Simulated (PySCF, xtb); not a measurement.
CH6S2Si, SMILES C[SiH](S)S. One conformer was computed; it need not be the lowest.

Harmonic wavenumbers (cm⁻¹) from GFN2-xTB (xtb) at its own minimum, in rising order: 99, 112, 122, 142, 159, 192, 450, 531, 623, 633, 695, 715, 778, 830, 830, 1368, 1461, 1469, 2293, 2475, 2487, 3022, 3038, 3050.

Question: What does PBE-D3(BJ)/def2-SVP run with PySCF give at its own minimum? (Estimate from the structure and the level; the computed values follow.)

Answer: 107, 143, 154, 173, 214, 243, 449, 515, 613, 664, 687, 729, 765, 824, 865, 1214, 1376, 1379, 2142, 2606, 2618, 2977, 3080, 3089. Paired by order, the mean absolute difference is 50 cm⁻¹ and the zero-point energies are 39.4 and 39.5 kcal/mol.
